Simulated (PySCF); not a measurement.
H4P2, SMILES PP. Atoms are numbered in the order given.

```xyz
6

P     -1.1119    -0.1310     0.0000
P      1.1119     0.1310     0.0000
H     -1.3143     0.8310     1.0235
H     -1.3143     0.8310    -1.0235
H      1.3143    -0.8310     1.0235
H      1.3143    -0.8310    -1.0235
```

Geometry: TPSSh-D3(BJ)/def2-TZVP.

Level of theory: PBE0/pcSseg-2 in PySCF.

GIAO shieldings, no solvent; atoms alike by connectivity are averaged. δ = σ(ref) − σ: ³¹P against PH3 (σ = 579.7 ppm); ¹H against TMS (σ = 31.54 ppm), references at their B3LYP-D3(BJ)/def2-TZVP geometries, non-relativistic.

```json
[
 {"nucleus": "³¹P", "atoms": "P1, P2", "count": "2", "δ (ppm)": "50.7"},
 {"nucleus": "¹H", "atoms": "H3, H4, H5, H6", "count": "4", "δ (ppm)": "2.62"}
]
```
